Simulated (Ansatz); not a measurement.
## Counterpoise correction, worked out

The pair of CO (SMILES [C-]#[O+], atoms 1–2) and H2 (SMILES [H][H], atoms 3–4), both closed shells, in one local arrangement (a lower one may exist), relaxed at PBE0-D4/def2-TZVP:

```
4
angstrom
C -0.4298 0.1859 -1.6670
O 0.5869 -0.2529 -1.8562
H -0.3957 0.2234 1.7115
H 0.2387 -0.1564 1.8117
```

Program: Ansatz 0.2.0. Basis: def2-TZVPPD. Cores are frozen in the correlated methods.

CCSD(T) total energies in eV:

| system | geometry | basis functions | energy |
| --- | --- | --- | --- |
| pair | pair | all | -3111.16023 |
| CO | as in the pair | all (partner as ghosts) | -3079.24924 |
| H2 | as in the pair | all (partner as ghosts) | -31.90495 |
| CO | as in the pair | its own | -3079.24785 |
| H2 | as in the pair | its own | -31.90432 |
| CO | free (PBE0-D4 minimum) | its own | -3079.24785 |
| H2 | free (PBE0-D4 minimum) | its own | -31.90432 |

Task: Work out the interaction energy with and without the counterpoise correction, the superposition error, and the binding energy from the relaxed fragments.

Result: Without correction: -3111.16023 − (-3079.24785) − (-31.90432) = -0.00806 eV.
With correction (each fragment in the whole basis): -3111.16023 − (-3079.24924) − (-31.90495) = -0.00604 eV = -0.14 kcal/mol.
The superposition error is the difference, 0.00202 eV: each fragment borrows its partner's functions.
Deformation from the free shapes: 0.00000 eV for CO and 0.00000 eV for H2.
Binding energy from relaxed fragments: -0.00604 + 0.00000 + 0.00000 = -0.00604 eV = -0.14 kcal/mol (electronic, without zero-point energy; negative means bound). For comparison, the corrected interaction energy by CCSD(T) at an estimated basis limit (MP2 extrapolated from triple and quadruple zeta, plus CCSD(T) − MP2 in triple zeta) is -0.007 eV.

T1 diagnostic: at most 0.020.

For scale, one of the runs: CCSD(T)/def2-TZVPPD, 111 basis functions, launched by `ansatz run in.yaml --threads 2 --pin off --events-out ev --progress --plain --max-ram 5222MiB`. Hardware: 2 CPU threads of an Arm Neoverse V1, shared host. Wall time about 2.5 s.
